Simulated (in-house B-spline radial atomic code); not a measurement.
The numbers below are computed, except where a source is named.
Softness against transferability: the 3p channel of Ge

Ge, [Ar] 3d10 4s2 4p2, non-relativistic PBE, spherical and spin-unpolarised, from an all-electron radial atomic-structure program (B-spline basis) (atomic units). The all-electron 3p level is ε = -4.203010 hartree, its outermost node lies just inside 0.24 bohr and its outer maximum at 0.55 bohr.

Troullier-Martins pseudo-orbitals are made for several radii. The cutoffs (hartree) are the plane-wave energies beyond which the orbital holds less than the named kinetic energy per electron. The phase error is the difference, pseudo minus all-electron, of arctan(R P'/P) at R = 1.07 bohr for all radii, half a hartree below and above the level.

```
r_c (bohr)  V_l(0) (hartree)  cutoff for 10 mEh  for 1 mEh  for 0.1 mEh  phase error at ε − 0.5 (mrad)  at ε + 0.5 (mrad)
      0.41           -159.28                367      > 450        > 450                           -1.2               -0.2
      0.48            -46.99                208        400        > 450                           -0.7               -0.1
      0.55            -17.38               73.9        130          243                           -0.5               -0.1
      0.62            -14.15               83.5        120          222                           -0.5               -0.1
      0.69            -16.14               70.1        110          195                           -0.6               -0.1
      0.77            -18.44               44.6         93          119                           -0.9               -0.2
```

(1) Which radius needs the lowest cutoff for 1 mEh while both phase errors stay within 0.8 mrad?

## Answers

(1) The radii within that limit are 0.48, 0.55, 0.62, 0.69 bohr; of these r_c = 0.69 needs the least, 110 hartree, that is 220 Ry or 2993 eV.
